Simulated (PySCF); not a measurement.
Method: TPSSh-D3(BJ)/def2-TZVP // r2SCAN-D4/def2-SVP (PySCF). Isolated molecules, 0 K electronic values unless said otherwise. One relaxed conformer stands for a flexible species; it need not be the lowest. 

Reference species: [Ta(Cl)3(NH2)2] (neutral, multiplicity 1).

```
Property                                 Result
-------------------------------------  --------
HOMO                                   -7.57 eV
charge on the central atom (Mulliken)    1.29 e
```

Changed species: [Ta(Cl)5] (0 of 5 Cl replaced by NH2; the reference has 2 of 5 Cl replaced by NH2).

Question: Give the shifts of the HOMO and charge on the central atom (Mulliken).

Answer: the HOMO falls by 0.93 eV, to -8.50 eV; the charge on the central atom (Mulliken) drops by 0.09 e, to 1.20 e.
